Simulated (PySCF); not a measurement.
Gas-phase reaction: InHCl₂ + 2 H₂ ⇌ InH₃ + 2 HCl

Energies from PySCF (xtb for GFN2), thermal terms from the rigid-rotor harmonic-oscillator model, ideal gas at 1 bar. † marks an energy on the PBE0/def2-TZVP geometry and frequencies; other levels use their own. All species are closed-shell singlets. In: scalar-relativistic def2 core potential, no spin-orbit coupling. InHCl₂, InH₃: computed as isolated molecules; such fragments, hydroxides, amides, oligomers or adducts are transient or little studied in the gas.

PBE0/def2-QZVP† gives ΔH°(298 K) = 201 kJ.

**Question.** What do GFN2-xTB, ωB97M-V/def2-TZVP†, PBE0/def2-SVP† give?

**Answer.** GFN2-xTB: 234 kJ; ωB97M-V/def2-TZVP†: 211 kJ; PBE0/def2-SVP†: 201 kJ. For scale, ΔH°(298 K) is 201 kJ at this level, 211 kJ at ωB97M-V/def2-TZVP†, and runs from 194 to 249 kJ over the 18 levels computed.
